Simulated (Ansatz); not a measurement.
Basis-set extrapolation for Cl2H5NSi2, SMILES `[SiH3]N[SiH](Cl)Cl` (PBE0-D4/def2-TZVP geometry, frozen core, Ansatz). Multiplicity 1, RHF reference.

```
                       def2-TZVPP    def2-QZVPP
                 HF  -1554.470806  -1554.517742
    MP2 correlation     -0.831062     -0.905053
CCSD(T) correlation     -0.931283       not run
```

Energies in hartree. Use E(X) = E(∞) + A·exp(−7.88·√X) for Hartree–Fock and E(X) = E(∞) + B·X^(−2.97) for correlation, with X = 3 and 4, and add CCSD(T) minus MP2 of the smaller set to the MP2 limit.

What is the CCSD(T) energy at the basis-set limit?

HF limit: -1554.517742 + (-0.046936) × 0.13774 = -1554.52421. MP2 limit: -0.905053 + (-0.073991) × 0.74074 = -0.95986. Higher-order term: -0.931283 − (-0.831062) = -0.10022. Total: -1555.58429 hartree, 478.4 kJ/mol below CCSD(T)/def2-TZVPP.
